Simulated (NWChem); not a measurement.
# CH₅GaS; SMILES C[S][GaH2]

Program: NWChem. Pople sets run with spherical d functions. Each level has its own optimisation; frequencies are unscaled. One conformer.

```
level                r Ga–S (Å)  r C–S (Å)  r C–H (Å)  highest harmonic frequency (cm⁻¹)  lowest (cm⁻¹)  zero-point energy (kcal/mol)  dipole (D)
-------------------  ----------  ---------  ---------  ---------------------------------  -------------  ----------------------------  ----------
B3LYP/3-21G               2.256      1.917      1.089                               3194             71                          33.0        1.99
B3LYP/6-31G*              2.210      1.849      1.092                               3164             71                          32.9        1.56
PBE-D3(BJ)/def2-SVP       2.206      1.840      1.107                               3094             78                          31.8        1.40
```
